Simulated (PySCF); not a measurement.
C3H6BClO, SMILES C(CB(Cl)O)=C.

Geometry optimised at B3LYP-D3(BJ)/def2-SVP. Other conformers were not sampled.

Level of theory: B3LYP-D3(BJ)/def2-SVP (PySCF).

Frequencies are harmonic and unscaled.

| mode | ν (cm⁻¹) | IR (km/mol) | moving atoms (share of kinetic energy) |
|---|---|---|---|
| 1 | 34 | 1.2 | C 33 %, O 31 %, H 22 %, Cl 13 % |
| 2 | 78 | 0.4 | C 59 %, H 26 %, Cl 10 % |
| 3 | 178 | 1.3 | C 38 %, H 33 %, Cl 23 % |
| 4 | 320 | 0.9 | C 36 %, H 25 %, Cl 14 %, O 12 %, B 12 % |
| 5 | 364 | 4.7 | O 41 %, H 21 %, C 18 %, Cl 17 % |
| 6 | 422 | 1.3 | H 43 %, C 35 %, O 10 % |
| 7 | 527 | 6.2 | B 53 %, H 37 % |
| 8 | 580 | 90.3 | H 78 %, O 9 % |
| 9 | 591 | 25.2 | H 29 %, C 23 %, O 20 %, Cl 17 %, B 11 % |
| 10 | 686 | 31.8 | H 46 %, C 27 %, B 17 %, Cl 8 % |
| 11 | 848 | 17.3 | H 49 %, C 34 %, B 13 % |
| 12 | 915 | 100.0 | H 55 %, C 27 %, B 14 % |
| 13 | 931 | 35.4 | H 72 %, C 28 % |
| 14 | 955 | 66.1 | H 57 %, C 31 % |
| 15 | 1025 | 4.5 | H 90 %, C 9 % |
| 16 | 1055 | 38.1 | H 74 %, C 22 % |
| 17 | 1173 | 88.3 | H 46 %, C 25 %, B 23 % |
| 18 | 1205 | 122.6 | H 64 %, C 20 %, B 13 % |
| 19 | 1234 | 87.2 | H 48 %, C 33 %, B 15 % |
| 20 | 1309 | 5.3 | H 80 %, C 19 % |
| 21 | 1403 | 141.6 | H 46 %, B 35 %, O 13 % |
| 22 | 1428 | 142.3 | H 50 %, B 29 %, C 10 %, O 10 % |
| 23 | 1436 | 7.8 | H 85 %, C 15 % |
| 24 | 1716 | 19.0 | C 87 %, H 13 % |
| 25 | 3005 | 12.6 | H 95 % |
| 26 | 3061 | 18.6 | H 91 %, C 9 % |
| 27 | 3129 | 7.9 | H 95 % |
| 28 | 3152 | 5.2 | H 92 %, C 8 % |
| 29 | 3226 | 11.1 | H 89 %, C 11 % |
| 30 | 3842 | 71.4 | H 94 % |
